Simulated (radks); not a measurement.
Results of a calculation; reference values are marked as such.
A nucleus of charge 20.9 with 18 electrons, 18 electrons, occupied as [Ar]. Code: a radial shooting solver on a logarithmic mesh with Libxc functionals. Model: scalar-relativistic Kohn-Sham, PBE, spin-polarised, spherical densities, finite nucleus; Fermi nuclear charge, rms radius 3.4776 fm.

Unscreened Slater integrals over Kohn-Sham orbitals (eV). They are taken over the spin-up orbitals.

F0(3p,3p): 21.533
F2(3p,3p): 10.870
F0(3p,3s): 22.235
G1(3p,3s): 14.823
F0(3p,2p): 29.217
F2(3p,2p): 5.5960
G0(3p,2p): 2.2127
G2(3p,2p): 2.2801
F0(3s,3s): 23.017
F0(3s,2p): 30.560
G1(3s,2p): 2.4698
F0(2p,2p): 80.425
F2(2p,2p): 37.641
